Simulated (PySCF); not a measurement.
**Computed properties of Cd(OMe)(SeH) (CH₄CdOSe), SMILES [O](C)[Cd][SeH]**

CH4CdOSe, SMILES C[O][Cd][SeH]. Geometry: B3LYP-D3(BJ)/def2-SVP. The def2 effective core potentials stand for the cores of Cd; spin–orbit coupling is left out. Other conformers were not sampled. All values are computed for the isolated molecule unless a solvent is named; none is compared with measurement here.

**Structure.** All 18 harmonic modes at B3LYP-D3(BJ)/def2-SVP (PySCF) are real, so it is a minimum. With heavy atoms numbered as in [Cd:1]([O:2][CH3:3])[SeH:7], the shortest bond between them is O2–C3 at 1.400 Å and the longest Cd1–Se7 at 2.465 Å.

**Vibrations.** The strongest infrared lines (harmonic, unscaled, degenerate partners summed) lie at 1120 cm⁻¹ (261 km/mol, O 50 %, C 44 %), 2934 cm⁻¹ (177 km/mol, H 97 %), 1481 cm⁻¹ (82 km/mol, H 90 %, C 10 %). The softest mode is at 65 cm⁻¹ and the zero-point energy is 30.2 kcal/mol.

**Electronic structure.** CAM-B3LYP/def2-TZVP (PySCF) places the frontier levels at -8.33 and -0.73 eV, a gap of 7.60 eV, and gives a dipole moment of 1.11 D and a mean polarisability of 74.9 bohr³. PBE/def2-TZVP (PySCF) at the same geometry gives -5.73 and -2.43 eV, so its gap is 4.30 eV narrower. An orbital gap is neither the optical nor the fundamental gap.

**Excitations.** TDA-M06-2X/def2-SVPD (PySCF) has S1 at 4.30 eV (288 nm, f = 0.029, weak); the most intense of the 10 singlets computed lies at 5.22 eV (f = 0.12). T1 (TDA) is at 4.00 eV, 0.30 eV under S1. TDA-PBE/def2-SVPD (PySCF) puts S1 at 3.45 eV. No vertical singlet excitation falls in the visible range (under 3.1 eV).
